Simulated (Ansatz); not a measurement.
`[AlH2][SiH]1C[SiH2]1` + `[OH][AlH2]` → `[AlH2][O][AlH2]` + `C1[SiH2][SiH2]1` at 700 K and 1 bar (cleavage of the Al–Si bond).

Isolated molecules relaxed with PBE0-D4/def2-TZVP in Ansatz; ΔE leaves out vibrations. CCSD(T)/CBS is the MP2 limit (def2-TZVPP, def2-QZVPP) plus CCSD(T) − MP2 in def2-TZVPP, frozen cores. This one scheme is used for every species.

| species | CCSD(T)/CBS energy (Eh) | H − E (kJ/mol) | S (J/(mol·K)) |
| --- | --- | --- | --- |
| `[AlH2][SiH]1C[SiH2]1` | -862.39024 | 259.5 | 476.6 |
| `[OH][AlH2]` | -319.03157 | 111.2 | 312.7 |
| `[AlH2][O][AlH2]` | -561.69291 | 143.7 | 397.8 |
| `C1[SiH2][SiH2]1` | -619.77066 | 219.6 | 389.5 |

H − E and S are ideal-gas, rigid-rotor, harmonic terms from PBE0-D4/def2-TZVP, for one conformer and one mirror image of each species. 1 Eh = 2625.50 kJ/mol, R = 8.31446 J/(mol·K).

Q: By hand: ΔE, ΔH, ΔS and ΔG.

A: ΔE = (-561.69291) + (-619.77066) − (-862.39024) − (-319.03157) = -0.04176 Eh = -109.6 kJ/mol. Δ(H − E) = 143.7 + 219.6 − 259.5 − 111.2 = -7.4, so ΔH = -117.0 kJ/mol. ΔS = 397.8 + 389.5 − 476.6 − 312.7 = -2.0 J/(mol·K). ΔG = -117.0 − 700 × (-2.0)/1000 = -115.6 kJ/mol.

Q: By hand: the equilibrium constant, and the temperature at which ΔG would vanish if ΔH and ΔS stayed fixed.

A: log₁₀ K = −ΔG/(RT ln 10) = 8.6. ΔG = 0 at ΔH/ΔS = 58500 K, far beyond where these terms or the molecules hold.

The number of gas molecules stays the same, so ΔS is small and ΔH decides. A doubt of 5 kJ/mol in ΔE shifts log₁₀ K by 0.4 here. Other conformers and mirror images would add mixing entropy, several J/(mol·K) or more a flexible species. These are equilibria of isolated gas molecules and say nothing of rates. Largest T1 diagnostic: 0.015 (customary marks: 0.02 for closed shells, 0.045 for open ones).
